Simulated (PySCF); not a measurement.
Species: C₆H₁₁BO₂.
Geometry (PBE0-D3(BJ)/def2-SVP, Å), atoms numbered from 1 in this order:
```
atom  x, y, z in Å
C1     3.309    0.175    0.185
C2     2.175    0.226   -0.515
C3     0.988    1.063   -0.157
C4    -0.192    0.255    0.375
C5    -0.747   -0.763   -0.608
C6    -2.007   -1.393   -0.047
O7    -2.940   -0.417    0.361
B8    -2.516    0.820    0.729
O9    -1.205    1.177    0.748
H10    4.142   -0.464   -0.119
H11    3.449    0.779    1.088
H12    2.088   -0.393   -1.417
H13    0.635    1.628   -1.037
H14    1.256    1.803    0.613
H15    0.139   -0.276    1.287
H16   -0.975   -0.256   -1.562
H17    0.000   -1.543   -0.819
H18   -2.496   -2.032   -0.799
H19   -1.761   -2.037    0.816
H20   -3.340    1.638    1.051
```

Level: PBE0/pcSseg-1 in PySCF, non-relativistic, on one gas-phase PBE0-D3(BJ)/def2-SVP geometry that isn't relaxed in the solvent. The solvent is an IEF-PCM continuum (cavity from Bondi-type radii × 1.2). Specific hydrogen bonds and non-electrostatic terms are outside this model.

Gas phase at PBE0/pcSseg-1: HOMO -7.69 eV, LUMO 0.01 eV, dipole 2.99 D.

What does the continuum do to the energy, the frontier levels and the dipole at PBE0/pcSseg-1 in chloroform?

| solvent | ε | E(solvent) − E(gas) (kcal/mol) | polarisation term (kcal/mol) | distortion of the solute (kcal/mol) | HOMO (eV) | LUMO (eV) | dipole (D) |
| --- | --- | --- | --- | --- | --- | --- | --- |
| chloroform | 4.711 | -3.79 | -4.16 | 0.37 | -7.56 | 0.16 | 3.56 |

Polarisation term: ½ Σ q·V over the induced surface charges. Distortion: the rise of the solute's own energy as its density leaves the gas-phase optimum.

Which radius a makes the point-dipole formula ΔE = −[(ε − 1)/(2ε + 1)]·μ²/a³ give the value in chloroform, with the gas-phase dipole?

μ = 1.174 au and |ΔE| = 0.00603 Eh give a = 2.29 Å; the farthest nucleus lies 4.17 Å from the centroid of the nuclei, so such a sphere wouldn't even hold the nuclei. The formula assumes a rigid point dipole at the centre of a sphere.

Give the dipole vector in the frame of the coordinates (D, pointing from negative to positive charge), gas and chloroform.

Gas (2.06, -1.94, -0.94), solvent (2.38, -2.38, -1.16). Its length changes by +19 % and its direction by 2°.

Which IAO charges (PBE0/pcSseg-1) respond most in chloroform (means over atoms taken as equivalent)?

```tsv
atoms	environment	gas (e)	solvent (e)	change
C1	terminal =CH2 carbon	-0.310	-0.320	-0.010
O7	boron-bound oxygen	-0.402	-0.412	-0.010
H17	methylene hydrogen	+0.147	+0.156	+0.009
O9	boron-bound oxygen	-0.409	-0.417	-0.008
H19	methylene hydrogen	+0.133	+0.140	+0.007
H12	vinylic hydrogen	+0.136	+0.143	+0.007
H20	B–H hydrogen	-0.004	-0.010	-0.006
H15	methine hydrogen	+0.127	+0.133	+0.006
```

Which Mayer bond orders change most in chloroform?

| bond | length (Å) | gas | solvent | change |
| --- | --- | --- | --- | --- |
| C6–O7 | 1.411 | 0.884 | 0.867 | -0.017 |
| O9–C4 | 1.420 | 0.847 | 0.830 | -0.017 |
| B8–O9 | 1.359 | 1.157 | 1.166 | +0.009 |
| O7–B8 | 1.358 | 1.166 | 1.174 | +0.008 |
| C2–C3 | 1.496 | 1.023 | 1.027 | +0.004 |
| C4–C5 | 1.520 | 1.009 | 1.013 | +0.004 |
| C5–C6 | 1.516 | 1.060 | 1.064 | +0.004 |
| C3–H13 | 1.104 | 0.933 | 0.930 | -0.003 |
